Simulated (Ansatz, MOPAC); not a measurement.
Species: SnH$_{5}$, charge -1, multiplicity 1. SMILES: [SnH5-]

Atoms: Sn1, H2, H3, H4, H5, H6. Bonds: Sn1-H2, Sn1-H3, Sn1-H4, Sn1-H5, Sn1-H6.

Bond lengths (Å) and angles (degrees) optimised at PM6 with MOPAC; HF/6-31G* with LANL2DZ past Ar with Ansatz (a quantum-chemistry and plane-wave program); B3LYP/LANL2DZ with Ansatz, each started from the B3LYP-D3(BJ)/def2-TZVP structure (Ansatz) of the last column. A row stands for all coordinates that are equal there. 6-31G* holds six Cartesian d functions. No wavenumbers were computed at B3LYP/LANL2DZ, so these may be saddle points.

```
coordinate    PM6  HF/6-31G* with LANL2DZ past Ar  B3LYP/LANL2DZ  B3LYP-D3(BJ)/def2-TZVP
----------  -----  ------------------------------  -------------  ----------------------
Sn1-H2      1.794                           1.861          1.861                   1.880
Sn1-H4      1.742                           1.768          1.787                   1.777
H2-Sn1-H3   180.0                           180.0          180.0                   180.0
H2-Sn1-H4    90.0                            90.0           90.0                    90.0
H4-Sn1-H5   120.0                           120.0          120.0                   120.0
```

Mean signed difference of all 5 bond lengths from B3LYP-D3(BJ)/def2-TZVP: PM6 -0.055 Å, HF/6-31G* with LANL2DZ past Ar -0.013 Å, B3LYP/LANL2DZ -0.002 Å.
